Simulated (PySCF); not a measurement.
Compound: C₅H₁₀O₂.
SMILES with atom numbers: `[CH3:1][O:2][C:3]1([CH3:4])[CH2:5][O:6][CH2:7]1`

NICS is the negative of the GIAO shielding at a point without a nucleus: at the ring centre (0) and 1 Å above and below it (1); zz is the component along the ring normal. Level: GIAO PBE0/pcSseg-1 (PySCF, non-relativistic, gas phase) on the GFN2-xTB geometry, one conformer.

Ring bond lengths (Å), with Mayer bond orders in brackets: C3–C5 1.538 (1.00), C5–O6 1.428 (0.93), O6–C7 1.428 (0.93), C7–C3 1.546 (0.98).

Question: What do the NICS probes read (ppm)?

Answer: 
| ring | type | NICS(0) | NICS(1), two faces | NICS(1)zz, two faces | rms pucker (Å) | centre to ring atoms, mean (Å) |
| --- | --- | --- | --- | --- | --- | --- |
| C3–C5–O6–C7 | 4-membered ring with O; formal bonds all single | -0.5 | 0.1 / 1.6 | 1.5 / 4.3 | 0.05 | 1.05 |

Question: What do they say, and how far can they be read as aromaticity?

Answer: 
- C3–C5–O6–C7: mean NICS(1)zz 2.9 ppm, near zero. C3, C5, C7 have four or more neighbours; no verdict on aromaticity is drawn.

Question: What is the mean of the two in-plane components of NICS at the first NICS(1) probe listed for ring C3–C5–O6–C7, 1 Å off the ring?

Answer: The isotropic value is a third of the trace: (3 × 0.1 − (1.5))/2 = -0.6 ppm.

Question: What are the shieldings of the ring atoms and their hydrogens in the same run (means over atoms taken as equivalent)?

Answer: 
```
       atoms                 environment  σ isotropic (ppm)  principal values of the symmetric part, first atom (ppm)
          C3  sp3 carbon bound to oxygen              107.8                                         86.5, 96.0, 141.0
     C5 (×2)  sp3 carbon bound to oxygen              102.6                                         81.2, 84.8, 137.0
          O6         cyclic ether oxygen              356.4                                       303.1, 361.7, 404.4
H on C5 (×2)          methylene hydrogen              27.39                                          24.6, 26.6, 30.9
H on C5 (×2)          methylene hydrogen              26.87                                          24.2, 26.7, 29.9
```

The values belong to the conformer `[CH3:1][O:2][C:3]1([CH3:4])[CH2:5][O:6][CH2:7]1`: C1–O2–C3–C4 -61°.
